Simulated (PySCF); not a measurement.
**Computed properties of W(NH)(S)(Cl)(OH) (ClH₂NOSW), SMILES [Cl][W]([OH])(=[NH])=[S], multiplicity 1**

W(NH)(S)(Cl)(OH) (ClH2NOSW), SMILES [W]([OH])(=[S])(=[NH])[Cl], multiplicity 1. Coordinates come from a B3LYP-D3(BJ)/def2-SVP optimisation. The spin state was assumed, not searched. The structure was generated by enumeration; whether it is a known compound was not checked. The def2 effective core potentials stand for the cores of W; spin–orbit coupling is left out. One conformer was computed; it need not be the lowest. All values are computed for the isolated molecule unless a solvent is named; none is compared with measurement here.

**Structure.** All 15 harmonic modes at B3LYP-D3(BJ)/def2-SVP (PySCF) are real, so it is a minimum. With heavy atoms numbered as in [W:1](=[NH:2])(=[S:4])([Cl:5])[OH:6], the shortest bond between them is W1–N2 at 1.747 Å and the longest W1–Cl5 at 2.303 Å.

**Vibrations.** The strongest infrared lines (harmonic, unscaled, degenerate partners summed) lie at 3849 cm⁻¹ (274 km/mol, H 94 %), 525 cm⁻¹ (234 km/mol, S 42 %, H 35 %, N 11 %, W 11 %), 599 cm⁻¹ (211 km/mol, H 83 %, O 9 %). The softest mode is at 134 cm⁻¹ and the zero-point energy is 18.9 kcal/mol.

**Electronic structure.** ωB97X/def2-TZVP (PySCF) places the frontier levels at -9.78 and -0.48 eV, a gap of 9.30 eV, and gives a dipole moment of 3.46 D and a mean polarisability of 82.2 bohr³. PBE/def2-TZVP (PySCF) at the same geometry gives -6.36 and -3.13 eV, so its gap is 6.07 eV narrower. An orbital gap is neither the optical nor the fundamental gap.

**Excitations.** TDDFT-M06-2X/def2-SVPD (PySCF) has S1 at 3.38 eV (366 nm, f = 0.001, dark); the most intense of the 10 singlets computed lies at 3.93 eV (f = 0.01). T1 (TDA) is at 3.07 eV. TDDFT-PBE/def2-SVPD (PySCF) puts S1 at 3.38 eV. No vertical singlet excitation falls in the visible range (under 3.1 eV).
